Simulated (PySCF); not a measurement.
C₆H₁₀OS.
Numbering: `[O:1]=[S@:2]1[C@H:3]2[CH2:4][CH2:5][C@@H:6]1[CH2:7][CH2:8]2` (hydrogens: H9 on C3; H10, H11 on C4; H12, H13 on C5; H14 on C6; H15, H16 on C7; H17, H18 on C8)

Structure used (GFN2-xTB), in Å, numbered top down from 1:
```
atom  x, y, z in Å
O1    -0.5497   -0.1270    2.6727
S2     0.3289    0.5221    1.7018
C3     0.8888   -0.7424    0.4637
C4    -0.4162   -1.3984    0.0458
C5    -1.4346   -0.2526   -0.1072
C6    -0.6796    1.0227    0.2264
C7     0.4132    1.2990   -0.7924
C8     1.4337    0.1517   -0.6375
H9     1.6193   -1.4360    0.8738
H10   -0.2897   -1.9608   -0.8810
H11   -0.7402   -2.0906    0.8233
H12   -2.2570   -0.3822    0.5965
H13   -1.8509   -0.2065   -1.1150
H14   -1.3232    1.8757    0.4288
H15    0.8819    2.2626   -0.5886
H16    0.0005    1.3361   -1.8018
H17    2.4126    0.5412   -0.3546
H18    1.5535   -0.4081   -1.5664
```

The closed-shell ground state was solved at several levels (PySCF, density fitting, gas phase, non-relativistic).

```json
{"level": "PBE0/def2-SVPD", "basis functions": "250", "total energy (Eh)": "-707.2153", "HOMO (eV)": "-6.71", "LUMO (eV)": "0.42", "gap (eV)": "7.13", "dipole (D)": "4.24"}
{"level": "PBE0/pcSseg-1", "basis functions": "193", "total energy (Eh)": "-707.4770", "HOMO (eV)": "-6.62", "LUMO (eV)": "0.83", "gap (eV)": "7.45", "dipole (D)": "4.05"}
```

(1) What might B3LYP/def2-SVPD (250 basis functions) give for the same quantities?

(2) Over all these levels, which gives the widest orbital gap and which the narrowest?

(3) How far do the dipole and the HOMO energy spread over the levels?

Results:

(1) Total energy -707.7163 Eh, HOMO -6.49 eV, LUMO 0.14 eV, gap 6.63 eV, dipole 4.24 D.

(2) PBE0/pcSseg-1 (global hybrid, 25 % exact exchange) has the widest, 7.45 eV, and B3LYP/def2-SVPD (global hybrid, 20 % exact exchange) the narrowest, 6.63 eV. Functional and basis both differ between the two, so the spread mixes both effects.

(3) The dipole runs from 4.05 to 4.24 D (mean 4.17 D) and the HOMO from -6.71 to -6.49 eV.
